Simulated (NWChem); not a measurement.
Molecule: AlH₂O₂Br; SMILES [Br][Al]([OH])[OH]

```xyz
6

Al     0.9173     0.7247     0.0930
Br    -0.8499    -0.6921    -0.1097
O      0.9469     2.2116    -0.7299
H      0.2106     2.4734    -1.2960
O      2.2493     0.3300     1.0719
H      2.2726    -0.5049     1.5553
```
Atoms are numbered in this order, from 1.

All runs: NWChem. Pople sets run with spherical d functions. STO-3G and 3-21G are far too small for this property and stand as cheap habits. Structure relaxed at the B3LYP/6-31G* (spherical d) level. GIAO values for the isolated, static molecule; σ is the absolute isotropic shielding, δ = σ(reference) − σ with the isolated reference molecule computed at the same levels (1H: tetramethylsilane, 17O: water). Spin-orbit effects, on the heavy nuclei and on their neighbours, are missing.

For level Hartree-Fock/STO-3G:

| Quantity | Result |
|---|---|
| σ Al1 (ppm) | 474.6 |
| σ Br2 (ppm) | 3196.3 |
| δ O3 (ppm) | -38.6 |
| δ H4 (ppm) | -1.07 |

Task: Estimate the same quantities for level Hartree-Fock/6-31G*.

Result: 
- σ Al1 (ppm): 527.9
- σ Br2 (ppm): 2958.0
- δ O3 (ppm): 15.0
- δ H4 (ppm): 1.87
